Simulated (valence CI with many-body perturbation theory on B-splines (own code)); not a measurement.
# Questions on Ru³¹⁺

Level of theory: valence CI with perturbative core correlation (CI+MBPT): three valence electrons over a frozen Dirac-Fock core [Ne], radial functions for each j: 9 s, 9 p, 8 d, 6 f, 3 g, 1 h, with the one-electron correlation potential Σ1, the two-electron term Σ2, the three-electron term Σ3, Breit, model QED; selected CI, second order for the rest, scaled by the run's own slope (own B-spline code, finite nucleus).

The last digits are not significant, and no measured levels were compared; by estimate large intervals hold to a few tenths of a per cent, small ones and those within an open d or f shell to about a per cent.

Levels are named by their leading jj configuration (3d3/2^4 stands for four electrons in 3d with j = 3/2), which in mixed levels can hold well under half, so a name can repeat and another be missing.

Rates and lifetimes use the calculated energies. Strong lines usually hold to 10 to 20 %, long lifetimes can be off by a factor of two.

(1) What is the ground level?

(2) What are the static dipole polarisabilities of the lowest levels?

(3) How well does LS coupling describe the low levels?

(4) Where does the other parity begin?

(5) Name the longest-lived excited levels whose lifetime is computed, and their main decay.

(6) What is the ionisation energy?

(7) Among levels below 2121100 cm⁻¹, which E1 lines absorb most strongly from the ground level?

## Answers

(1) (3s^2 3p1/2) J=1/2, composition 98 % 3s2 3p 2P°, g = 0.661.

(2) (3s^2 3p1/2) J=1/2 0.0317; (3s^2 3p3/2) J=3/2 0.0336 (tensor 0.0033) bohr³, of which the core gives 0.000479.

(3) Among the lowest 20 levels the leading LS term, summed over configurations, holds 70 % on average. For single configurations the figures are 67 % in LS and 80 % in jj coupling. Terms mix most in the J = 3/2 level at 1537800 cm⁻¹, where the leading one holds 41 %.

(4) At (3s 3p1/2^2) J=1/2, 584440 cm⁻¹.

(5) (3s 3p3/2 3d5/2) J=9/2 at 1931800 cm⁻¹ lives 10.6 μs, mostly by M1 to (3s 3p1/2 3d5/2) J=7/2; (3s^2 3p3/2) J=3/2 at 254440 cm⁻¹ lives 6.74 μs, mostly by M1 to (3s^2 3p1/2) J=1/2.

(6) 1811.5 eV; NIST lists 1794 ± 8 eV (semi-empirical).

(7) to (3s^2 3d3/2) J=3/2 at 8.347 nm, f = 0.329; to (3s 3p1/2 3p3/2) J=1/2 at 10.15 nm, f = 0.200; to (3s 3p1/2 3p3/2) J=3/2 at 10.96 nm, f = 0.0984.
